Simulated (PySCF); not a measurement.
C₃H₁₁ClN₂Si₂.
Geometry (GFN2-xTB, Å), atoms numbered from 1 in this order:
```xyz
19
C3H11ClN2Si2 angstrom
C      0.5994   -1.1506    1.8341
N      0.0620   -0.4072    0.7266
C     -1.3187   -0.0090    0.9019
Si    -1.9094    0.8803   -0.6824
Cl    -2.5687    2.7436   -0.2399
C     -0.3246    0.8834   -1.7043
Si     0.8035   -0.3672   -0.8264
N      2.4414    0.1628   -0.8676
H      0.0600   -2.0940    1.9874
H      1.6451   -1.3799    1.6426
H      0.5299   -0.5670    2.7583
H     -1.9398   -0.8926    1.1086
H     -1.3946    0.6302    1.7915
H     -3.0200    0.1511   -1.3012
H      0.1392    1.8660   -1.7324
H     -0.4885    0.5914   -2.7361
H      0.8398   -1.6691   -1.5081
H      2.6671    1.1036   -0.5883
H      3.1671   -0.4667   -0.5717
```

Definitions: NICS(0) = −σiso at the ring centroid; NICS(1) = −σiso and NICS(1)zz = −σzz at ±1 Å along the ring normal z. Level: GIAO PBE0/pcSseg-1 (PySCF, non-relativistic, gas phase) on the GFN2-xTB geometry, one conformer.

Ring bond lengths (Å), with Mayer bond orders in brackets: N2–C3 1.448 (0.94), C3–Si4 1.911 (0.90), Si4–C6 1.886 (0.94), C6–Si7 1.899 (0.87), Si7–N2 1.721 (0.95).

Give the NICS values of each ring in ppm.

```csv
ring,type,NICS(0),"NICS(1), two faces","NICS(1)zz, two faces",rms pucker (Å),"centre to ring atoms, mean (Å)"
N2–C3–Si4–C6–Si7,5-membered ring with N and 2 Si; formal bonds all single,-4.8,-3.3 / -2.4,-1.5 / 2.7,0.11,1.50
```

What can be read from them?

- N2–C3–Si4–C6–Si7: mean NICS(1)zz 0.6 ppm, near zero. C3, Si4, C6, Si7 have four or more neighbours, and the NICS criterion for π rings isn't applied. The two faces differ by 4.2 ppm, so no symmetry operation interchanges them.

Time: 47 s; peak memory 1.0 GiB. Hardware: one thread of an Arm Neoverse V1, shared host. This is the whole shielding run at PBE0/pcSseg-1, SCF included.
